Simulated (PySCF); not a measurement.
B(Cl)(Br)(vinyl) (C2H3BBrCl), SMILES B(C=C)(Br)Cl. Geometry: PBE0-D3(BJ)/def2-SVP. The structure was generated by enumeration, and PubChem lists no compound with its InChIKey, so it may never have been made. Other conformers were not sampled.

All values below come from PBE0-D3(BJ)/def2-SVP run with PySCF.

Harmonic wavenumbers (cm⁻¹): 92, 175, 222, 362, 402, 476, 639, 902, 1025, 1028, 1041, 1128, 1298, 1425, 1690, 3153, 3177, 3256. Rotational constants (GHz): 2.592, 1.926, 1.105; symmetry number 1.

Task: Work out the zero-point energy and the ideal-gas rigid-rotor harmonic-oscillator thermochemistry at 298.15 K and 1 atm.

Result: ZPE = ½ Σ hcν = ½ × 21491 cm⁻¹ = 128.54 kJ/mol. H − E(el) = 146.63 kJ/mol. Entropy in J/(mol K): translation 171.50, rotation 119.06, vibration 48.64, total 339.20. G − E(el) = 45.50 kJ/mol. Cp = 87.56 J/(mol K). Modes under 150 cm⁻¹ make the vibrational entropy uncertain.
